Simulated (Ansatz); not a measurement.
The cluster Si₅B⁻, relaxed as a singlet with RKS PBE-D4/def2-SVPD in Ansatz, starting from the GFN2-xTB geometry. Force threshold 0.02 eV/Å.

The restricted singlet is unstable towards broken spin symmetry at other levels; at PBE-D4/def2-SVPD this wasn't settled. Another isomer (singlet) lies 1.03 eV lower at PBE0-D4/def2-TZVPD; other spin states weren't run for this one.

Start:

Cartesian coordinates in Å:
```
B -0.1668 0.4241 -0.9235
Si 0.4266 -0.9331 2.8001
Si -0.7041 1.4613 -4.7220
Si 0.7634 -1.6834 4.7552
Si -0.4184 0.9144 -2.6782
Si 0.0994 -0.1832 0.7685
```

```tsv
step	energy (eV)	largest force component (eV/Å)	SCF passes
1	-40026.2840	0.865	141
2	-40026.3130	0.204	67
3	-40026.3149	0.026	66
4	-40026.3161	0.031	74
5	-40026.3271	0.305	48
6	-40026.3729	0.865	38
7	-40026.4983	0.599	41
8	-40026.5705	0.314	41
9	-40026.6018	0.196	41
10	-40026.6120	0.137	42
11	-40026.6288	0.300	36
13	-40026.6728	0.518	36
15	-40026.8284	0.268	35
17	-40027.2240	0.506	32
19 (rejected)	-40027.3982	2.258	39
21	-40027.5664	0.149	40
23	-40027.6541	0.313	39
25	-40028.0395	0.620	41
27	-40028.9565	0.915	30
29	-40029.2688	0.461	29
31	-40029.3625	0.140	29
33	-40029.3783	0.022	24
35	-40029.3786	0.008	23
```

Force components are those of the run's own axes.

End:

Cartesian coordinates in Å:
```
B -0.0074 0.0497 -0.1193
Si 0.9217 0.2743 1.6283
Si -0.1774 1.5251 -3.8843
Si 0.1491 -1.2605 3.1893
Si -0.0912 0.7508 -1.8838
Si -0.7948 -1.3393 1.0699
```

Bonds formed: B1–Si2, Si4–Si6 (atoms count from 1).

The force fell under the threshold at step 34, but the optimiser went on. No frequencies were taken in this run, so the end may be a saddle point.

Run time 65 s (4 threads of Arm Neoverse V2 on a shared host).
